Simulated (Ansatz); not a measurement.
A CCSD(T) single point on AlFH4NP, SMILES `[NH2][Al]([F])[PH2]`.

```yaml
crystal:
  periodic: [false, false, false]
  atoms:
    - {symbol: N, position_ang: [0.056101, 1.620539, -0.139076]}
    - {symbol: Al, position_ang: [0.488278, 0.016678, 0.435003]}
    - {symbol: F, position_ang: [1.310247, -0.078844, 1.864983]}
    - {symbol: P, position_ang: [0.082399, -1.931534, -0.744142]}
    - {symbol: H, position_ang: [0.281957, 2.477562, 0.339589]}
    - {symbol: H, position_ang: [-0.461609, 1.812082, -0.980591]}
    - {symbol: H, position_ang: [-1.158487, -1.433110, -1.229750]}
    - {symbol: H, position_ang: [-0.506685, -2.540272, 0.398184]}
basis:
  gaussian: {orbitals: def2-SVP}
correlation: {method: ccsd_t}
```

```sh
$ ansatz run in.yaml --threads 2 --pin off --events-out ev --progress --plain --max-ram 4352MiB
```

Log, shortened:

```
Functional definition: HF
797 factors; integrals over basis functions are off by at most 9.7e-4 eV
mean field evaluation 1: about -20097.0883 eV, gradient 4.2e1 eV
mean field evaluation 2: about -20097.1228 eV, gradient 4.2e1 eV
mean field evaluation 4: about -20100.8703 eV, gradient 2.5e0 eV
mean field evaluation 8: about -20100.9158 eV, gradient 2.5e-1 eV
mean field -20100.91613085 eV, -738.6950429183 hartree, gradient 7.5e-7 eV, S^2 0.000000; 0 other end points of the search recorded, 0 dependent functions left out
12 core orbitals not correlated: weight in the atoms' cores, before any rotation towards them, 1.000 or more for the frozen orbitals, at most 0.000 for the correlated occupied ones
reference -20100.91613085 eV, -738.6950429183 hartree; 12, 12 occupied and 60, 60 virtual orbitals, 797 factors
second order -14.66416435 eV of doubles, -0.00000000 eV of singles
cycle   1  -15.23273263 eV  change   -5.7e-1 eV  update   9.2e-2
cycle   2  -15.59742350 eV  change   -3.6e-1 eV  update   2.8e-2
cycle   3  -15.69698347 eV  change   -1.0e-1 eV  update   1.5e-2
cycle   4  -15.69492519 eV  change    2.1e-3 eV  update   3.7e-3
cycle   5  -15.69239966 eV  change    2.5e-3 eV  update   1.5e-3
cycle   6  -15.69230974 eV  change    9.0e-5 eV  update   5.4e-4
cycle   7  -15.69213314 eV  change    1.8e-4 eV  update   1.6e-4
cycle   8  -15.69211705 eV  change    1.6e-5 eV  update   5.9e-5
cycle   9  -15.69213664 eV  change   -2.0e-5 eV  update   2.2e-5
perturbative correction -0.34633950 eV, -0.0127277417 hartree
Total energy: -20116.95460699 eV, -739.2844460451 hartree
```

Run time 1.9 s (2 threads of an Intel Xeon Platinum 8488C on a shared host); peak host memory 0.25 GiB.

MP2 recovers 91.4 % of the CCSD(T) correlation energy and the triples give 2.2 %; T1 = 0.0131.
